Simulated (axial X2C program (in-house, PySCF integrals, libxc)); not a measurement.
**Ω levels of NdBr from open-shell CI on f3 s2**

Calculated with an in-house all-electron X2C program for linear molecules (integrals from PySCF): two-component X2C with atomic mean-field Coulomb and Gaunt terms, basis Nd dyall-v3z, Br dyall-v3z (cores contracted in-house). Orbitals come from Hartree–Fock averaged over the configuration Nd f3 s2; CI then distributes these electrons over the f, s shells of Nd.

R = 2.687 Å (near the minimum of the configuration average).

Lowest levels of this model:

```
   Ω  energy (cm⁻¹)     g∥  μ (D)  configuration
 9/2              0   6.44  -3.39     100% f3 s2
 7/2            305   5.05  -3.37     100% f3 s2
 5/2            391   3.58  -3.38     100% f3 s2
 3/2            469   2.09  -3.38     100% f3 s2
 1/2            532   0.68  -3.37     100% f3 s2
11/2           1788  10.49  -3.39     100% f3 s2
 9/2           2038   8.74  -3.37     100% f3 s2
 7/2           2162   6.75  -3.37     100% f3 s2
 5/2           2243   4.81  -3.37     100% f3 s2
 3/2           2296   2.91  -3.37     100% f3 s2
 1/2           2322   0.98  -3.37     100% f3 s2
13/2           3708  14.31  -3.39     100% f3 s2
11/2           3965  12.26  -3.37     100% f3 s2
 9/2           4092  10.01  -3.37     100% f3 s2
 7/2           4175   7.77  -3.37     100% f3 s2
 5/2           4237   5.57  -3.37     100% f3 s2
 3/2           4280   3.36  -3.37     100% f3 s2
 1/2           4303   1.12  -3.37     100% f3 s2
15/2           5721  17.99  -3.39     100% f3 s2
13/2           6032  15.68  -3.36     100% f3 s2
11/2           6159  13.25  -3.37     100% f3 s2
 9/2           6230  10.83  -3.38     100% f3 s2
 7/2           6288   8.44  -3.38     100% f3 s2
 5/2           6346   6.06  -3.37     100% f3 s2
 3/2           6395   3.65  -3.37     100% f3 s2
 1/2           6424   1.22  -3.36     100% f3 s2
```

g∥ is the magnitude of 2⟨Lz + ge Sz⟩ for the +Ω component. μ is positive if the Br end is positive.

(1) From Ω and g∥ of the lowest level, whose 2⟨Lz + ge Sz⟩ is positive, find ⟨Sz⟩ and ⟨Lz⟩ (ge = 2.0023).

Occupations of the active spinors in the lowest level by ω, shell by shell in order of energy: -7/2: 0.00; -5/2: 0.00 0.00; -3/2: 0.00 0.00; -1/2: 0.07 0.02 1.00; 1/2: 0.79 0.12 1.00; 3/2: 0.81 0.14; 5/2: 0.90 0.10; 7/2: 0.05. The leading determinant has weight 0.64 among 237.

This point took 2.8 s on 1 thread of Arm Neoverse V1 (shared host).

There is no dynamic correlation: spin–orbit spacings and, for f shells, spacings inside one term are the most reliable numbers, splittings between terms come out too wide, and energies between configurations are not reliable, so the lowest level need not be the ground state of the molecule. At most 4 roots were kept for each Ω > 0 (twice that for Ω = 0) within 2.2 eV of the lowest, so higher up levels can be missing between those listed; levels with Ω > 0 are doubly degenerate and listed once, Ω = 0 levels singly.

Answers

(1) Ω = ⟨Lz⟩ + ⟨Sz⟩ = 9/2 and ⟨Lz⟩ + ge⟨Sz⟩ = 3.220, so ⟨Sz⟩ = -1.28 and ⟨Lz⟩ = 5.78.
